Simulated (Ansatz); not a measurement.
Abridged output of a molecular run in Ansatz:

```
Functional definition: HF
901 factors; integrals over basis functions are off by at most 1.2e-3 eV
mean field evaluation 1: about -17182.9623 eV, gradient 4.7e1 eV
mean field evaluation 2: about -17183.1585 eV, gradient 4.7e1 eV
mean field evaluation 4: about -17187.3714 eV, gradient 2.8e0 eV
mean field evaluation 8: about -17187.4133 eV, gradient 3.4e-1 eV
mean field -17187.41373438 eV, -631.6258046911 hartree, gradient 3.6e-6 eV, S^2 0.000000; 0 other end points of the search recorded, 0 dependent functions left out
7 core orbitals not correlated, not the lowest: weight in the atoms' cores, before any rotation towards them, 1.000 or more for the frozen orbitals, at most 0.000 for the correlated occupied ones
reference -17187.41373438 eV, -631.6258046911 hartree; 20, 20 occupied and 65, 65 virtual orbitals, 901 factors
second order -22.91091961 eV of doubles, -0.00000000 eV of singles
cycle   1  -22.42555485 eV  change    4.9e-1 eV  update   1.4e-1
cycle   2  -22.98738033 eV  change   -5.6e-1 eV  update   4.5e-2
cycle   3  -23.15883485 eV  change   -1.7e-1 eV  update   2.9e-2
cycle   4  -23.15395277 eV  change    4.9e-3 eV  update   9.2e-3
cycle   5  -23.14066557 eV  change    1.3e-2 eV  update   3.9e-3
cycle   6  -23.14199538 eV  change   -1.3e-3 eV  update   1.3e-3
cycle   7  -23.14274353 eV  change   -7.5e-4 eV  update   5.0e-4
cycle   8  -23.14229898 eV  change    4.4e-4 eV  update   2.1e-4
cycle   9  -23.14228888 eV  change    1.0e-5 eV  update   8.1e-5
cycle  10  -23.14240609 eV  change   -1.2e-4 eV  update   3.4e-5
cycle  11  -23.14237358 eV  change    3.3e-5 eV  update   1.4e-5
perturbative correction -0.49272930 eV, -0.0181074678 hartree
Total energy: -17211.04883726 eV, -632.4943787014 hartree
```

Its atoms:

Cartesian coordinates in Å:
```
F -0.573 3.763 1.055
Cd -0.274 1.871 0.885
O 0.029 -0.048 0.813
Si 0.170 -1.129 -0.397
H 1.352 -0.842 -1.262
H -1.032 -1.129 -1.284
H 0.327 -2.485 0.190
```

(1) Which basis set was used?
A. cc-pV(T+d)Z
B. def2-QZVPP
C. def2-SVP
D. def2-TZVPP

(2) Write the keys of the input that set method, charge and spin (a neutral closed shell needs none for the last two).

Answers

(1) C. It gives 92 functions.

(2) 
```yaml
correlation: {method: ccsd_t}
```
